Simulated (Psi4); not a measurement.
SSi, septet, at a GFN2-xTB geometry of the parent state (a higher spin typed on purpose: for a closed-shell molecule this is an excited state); HF/def2-SV(P) (Psi4).

Psi4 was given this input:
```
memory 2 GB

molecule mol {
0 7
  Si   -0.000000   -0.000000   -1.119673
  S     0.000000    0.000000    0.979714
}

set basis def2-sv(p)
set reference uhf

energy('scf')
print_variables()
```

What the program printed (banner, timings and long lists left out):

```
   => Loading Basis Set <=

    Name: DEF2-SV(P)
    Role: ORBITAL
    Keyword: BASIS

         ---------------------------------------------------------
                                   SCF
               by Justin Turney, Rob Parrish, Andy Simmonett
                          and Daniel G. A. Smith
                              UHF Reference
         ---------------------------------------------------------

  ==> Geometry <==

    Molecular point group: c2v
    Full point group: C_inf_v

    Geometry (in Angstrom), charge = 0, multiplicity = 7:

       Center              X                  Y                   Z               Mass
    ------------   -----------------  -----------------  -----------------  -----------------
         SI           0.000000000000     0.000000000000    -1.119647586309    27.976926534650
         S            0.000000000000     0.000000000000     0.979739413691    31.972071174400

  Running in c2v symmetry.

  Rotational constants: A = ************  B =      0.25634  C =      0.25634 [cm^-1]
  Rotational constants: A = ************  B =   7684.99068  C =   7684.99068 [MHz]
  Nuclear repulsion =   56.462050679593624

  Charge       = 0
  Multiplicity = 7
  Electrons    = 30
  Nalpha       = 18
  Nbeta        = 12

  ==> Algorithm <==

  SCF Algorithm Type is DF.
  DIIS enabled.
  MOM disabled.
  Fractional occupation disabled.
  Guess Type is SAD.
  Energy threshold   = 1.00e-06
  Density threshold  = 1.00e-06
  Integral threshold = 1.00e-12

  ==> Primary Basis <==

  Basis Set: DEF2-SV(P)
    Blend: DEF2-SV(P)
    Number of shells: 16
    Number of basis functions: 36
    Number of Cartesian functions: 38
    Spherical Harmonics?: true
    Max angular momentum: 2

   => Loading Basis Set <=

    Name: (DEF2-SV(P) AUX)
    Role: JKFIT
    Keyword: DF_BASIS_SCF

  ==> Integral Setup <==

  SCF_SUBTYPE=INCORE selected. In-core MEM_DF algorithm will be used.
  Using in-core AOs.

  ==> MemDFJK: Density-Fitted J/K Matrices <==

    J tasked:                   Yes
    K tasked:                   Yes
    wK tasked:                   No
    Algorithm:                 Core
    Schwarz Cutoff:           1E-12
    Mask sparsity (%):       0.7716
    Fitting Condition:        1E-10

   => Auxiliary Basis Set <=

  Basis Set: (DEF2-SV(P) AUX)
    Blend: DEF2-UNIVERSAL-JKFIT
    Number of shells: 76
    Number of basis functions: 256
    Number of Cartesian functions: 310
    Spherical Harmonics?: true
    Max angular momentum: 4

  Minimum eigenvalue in the overlap matrix is 2.7464764560E-02.
  Reciprocal condition number of the overlap matrix is 8.7988894557E-03.
    Using symmetric orthogonalization.

  ==> Pre-Iterations <==

  SCF Guess: Superposition of Atomic Densities via on-the-fly atomic UHF (no occupation information).

   -------------------------
    Irrep   Nso     Nmo
   -------------------------
     A1        18      18
     A2         2       2
     B1         8       8
     B2         8       8
   -------------------------
    Total      36      36
   -------------------------

  ==> Iterations <==

                           Total Energy        Delta E     RMS |[F,P]|

   @DF-UHF iter SAD:  -685.47301128278582   -6.85473e+02   0.00000e+00
   @DF-UHF iter   1:  -685.86823147927157   -3.95220e-01   8.94854e-03 DIIS/ADIIS
   @DF-UHF iter   2:  -685.90493010489831   -3.66986e-02   2.92779e-03 DIIS/ADIIS
   @DF-UHF iter   3:  -685.90906865206671   -4.13855e-03   1.12307e-03 DIIS/ADIIS
   @DF-UHF iter   4:  -685.91044088063563   -1.37223e-03   4.17664e-04 DIIS/ADIIS
   @DF-UHF iter   5:  -685.91068170098083   -2.40820e-04   1.42754e-04 DIIS/ADIIS
   @DF-UHF iter   6:  -685.91070930677051   -2.76058e-05   3.52444e-05 DIIS
   @DF-UHF iter   7:  -685.91071090529590   -1.59853e-06   8.34863e-06 DIIS
   @DF-UHF iter   8:  -685.91071099116436   -8.58685e-08   2.53605e-06 DIIS
   @DF-UHF iter   9:  -685.91071100137299   -1.02086e-08   8.38882e-07 DIIS
  Energy and wave function converged.

  ==> Post-Iterations <==

   @Spin Contamination Metric:   9.792954526E-03
   @S^2 Expected:                1.200000000E+01
   @S^2 Observed:                1.200979295E+01
   @S   Expected:                3.000000000E+00
   @S   Observed:                3.000000000E+00

    Orbital Energies [Eh]
    ---------------------

    Alpha Occupied:

       1A1   -92.051714     2A1   -68.749077     3A1    -9.094105
       1B1    -6.788810     1B2    -6.788810     4A1    -6.774928
       5A1    -6.131197     2B2    -4.241820     2B1    -4.241820
       6A1    -4.241098     7A1    -1.127578     8A1    -0.713916
       3B1    -0.589137     3B2    -0.589137     9A1    -0.511380
       4B1    -0.301902     4B2    -0.301902    10A1    -0.153860

    Alpha Virtual:

      11A1     0.245383    12A1     0.457781     5B1     0.499669
       5B2     0.499669    13A1     0.501663     6B1     0.568395
       6B2     0.568395    14A1     0.581614     1A2     0.581614
      15A1     0.705195    16A1     0.729479     2A2     0.729479
       7B1     0.772435     7B2     0.772435    17A1     0.959402
       8B1     0.970325     8B2     0.970325    18A1     1.331904

    Beta Occupied:

       1A1   -92.027684     2A1   -68.726535     3A1    -9.067062
       4A1    -6.749926     1B1    -6.738177     1B2    -6.738177
       5A1    -6.095837     6A1    -4.209481     2B2    -4.203913
       2B1    -4.203913     7A1    -0.874436     8A1    -0.527356

    Beta Virtual:

       3B2    -0.057209     3B1    -0.057209     9A1     0.019375
       4B2     0.158397     4B1     0.158397    10A1     0.261492
      11A1     0.333073    12A1     0.565904    13A1     0.576083
       5B1     0.627969     5B2     0.627969     6B1     0.718029
       6B2     0.718029    14A1     0.761474     1A2     0.761474
      15A1     0.832985    16A1     0.915409     2A2     0.915409
       7B1     0.916478     7B2     0.916478    17A1     1.066394
       8B1     1.082248     8B2     1.082248    18A1     1.407121

    Final Occupation by Irrep:
             A1    A2    B1    B2
    DOCC [     8,    0,    2,    2 ]
    SOCC [     2,    0,    2,    2 ]
    NA   [    10,    0,    4,    4 ]
    NB   [     8,    0,    2,    2 ]

  @DF-UHF Final Energy:  -685.91071100137299

   => Energetics <=

    Nuclear Repulsion Energy =             56.4620506795936237
    One-Electron Energy =               -1061.1908486718232325
    Two-Electron Energy =                 318.8180869908566137
    Total Energy =                       -685.9107110013729880

  UHF NO Occupations:
  HONO-2 :    4 B1 1.0000000
  HONO-1 :   10 A1 1.0000000
  HONO-0 :    4 B2 1.0000000
  LUNO+0 :   11 A1 0.0044388
  LUNO+1 :   12 A1 0.0004647
  LUNO+2 :    5 B1 0.0000010
  LUNO+3 :    5 B2 0.0000010

Computation Completed

Properties will be evaluated at   0.000000,   0.000000,   0.000000 [a0]

Properties computed using the SCF density matrix

 Multipole Moments:

 ------------------------------------------------------------------------------------
     Multipole            Electronic (a.u.)      Nuclear  (a.u.)        Total (a.u.)
 ------------------------------------------------------------------------------------

 L = 1.  Multiply by 2.5417464519 to convert [e a0] to [Debye]
 Dipole X            :          0.0000000            0.0000000            0.0000000
 Dipole Y            :          0.0000000            0.0000000            0.0000000
 Dipole Z            :          1.6460923            0.0014445            1.6475368
 Magnitude           :                                                    1.6475368

 ------------------------------------------------------------------------------------

  Variable Map:
  ----------------------------------------------------------------------------
  "CURRENT ENERGY"           =>    -685.910711001373
  "CURRENT REFERENCE ENERGY" =>    -685.910711001373
  "DD SOLVATION ENERGY"      =>       0.000000000000
  "HF KINETIC ENERGY"        =>     686.731226897029
  "HF POTENTIAL ENERGY"      =>   -1372.641937898402
  "HF TOTAL ENERGY"          =>    -685.910711001373
  "HF VIRIAL RATIO"          =>       1.998805186274
  "NUCLEAR REPULSION ENERGY" =>      56.462050679594
  "ONE-ELECTRON ENERGY"      =>   -1061.190848671823
  "PCM POLARIZATION ENERGY"  =>       0.000000000000
  "PE ENERGY"                =>       0.000000000000
  "SCF ITERATION ENERGY"     =>    -685.910711001373
  "SCF ITERATIONS"           =>       9.000000000000
  "SCF TOTAL ENERGY"         =>    -685.910711001373
  "TWO-ELECTRON ENERGY"      =>     318.818086990857

  Array Variable Map:
  ----------------------------------------------------------------------------
  "CURRENT DIPOLE"           =>       0.000000000000 ... 1.647536808617 1 by 3
  "SCF DIPOLE"               =>       0.000000000000 ... 1.647536808617 1 by 3
  "SCF TOTAL ENERGIES"       =>    -685.473011282786 ... -685.910711001373 1 by 10
```
